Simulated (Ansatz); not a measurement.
Ansatz (an electronic-structure program) input:

Ansatz 0.2 input:
```yaml
crystal:
  periodic: [false, false, false]
  atoms:
    - {symbol: N, position_ang: [0.00699676, -0.00216503, -1.71615934]}
    - {symbol: H, position_ang: [0.81714496, -0.48347954, -2.09539363]}
    - {symbol: H, position_ang: [-0.81214675, -0.46249635, -2.10206270]}
    - {symbol: H, position_ang: [0.02067820, 0.93803076, -2.10043413]}
    - {symbol: Li, position_ang: [-0.00135659, 0.00041977, 0.33274250]}
    - {symbol: F, position_ang: [-0.00784266, 0.00242678, 1.92364204]}
basis:
  gaussian:
    orbitals: def2-SVP
magnetization: {spin_polarized: false}
correlation: {method: ccsd_t, electrons: outside_noble_gas}
```

Q: Which total energy does the run end on?

A: -163.44886 Eh (CCSD(T)/def2-SVP). The basis has 52 functions.
